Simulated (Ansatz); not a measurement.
Reaction (substitution at a C–C bond): `C[CH](C)[Sn][F]` + `NC[SeH]` → `C[Se]CN` + `C[CH2][Sn][F]`

Computed with Ansatz on PBE0-D4/def2-TZVP structures; ΔE is electronic, products minus reactants. CCSD(T)/CBS is the MP2 limit (def2-TZVPP, def2-QZVPP) plus CCSD(T) − MP2 in def2-TZVPP, frozen cores. DFT in def2-TZVPP. B3LYP here is the variant with VWN-RPA as its local correlation; programs differ in this. Elements past krypton have def2 core potentials. For Se, Sn outer-core shells are correlated without core-valence functions, which leaves a few kJ/mol of doubt a bond. Scalar relativity is left out up to krypton. Each species was taken in one conformer, which may not be the lowest.

```
             level  ΔE (kcal/mol)  difference from CCSD(T)/CBS
            PBE-D4           -5.0                         -1.6
         r2SCAN-D4           -4.9                         -1.5
           PBE0-D4           -4.2                         -0.8
          B3LYP-D4           -4.6                         -1.2
               PBE           -5.4                         -2.0
            r2SCAN           -5.0                         -1.6
             B3LYP           -5.3                         -1.9
     HF/def2-TZVPP           -4.0                         -0.6
    MP2/def2-TZVPP           -3.7                         -0.3
   CCSD/def2-TZVPP           -3.2                          0.2
CCSD(T)/def2-TZVPP           -3.4                          0.0
     HF/def2-QZVPP           -4.0                         -0.6
    MP2/def2-QZVPP           -3.7                         -0.3
SCS-MP2/def2-QZVPP           -3.8                         -0.4
     MP2/CBS(def2)           -3.6                         -0.2
    CCSD/CBS(def2)           -3.2                          0.2
       CCSD(T)/CBS           -3.4                            0
```

Largest T1 diagnostic among the species: 0.015.

From PBE to PBE0 (25 % exact exchange), in def2-TZVPP and without D4, ΔE moves by +0.8 kcal/mol. The D4 term adds +0.7 kcal/mol with B3LYP and +0.4 kcal/mol with PBE0; it sums over pairs of atoms, weighted by their polarisabilities, and B3LYP, whose exchange is more repulsive, gets the larger term.
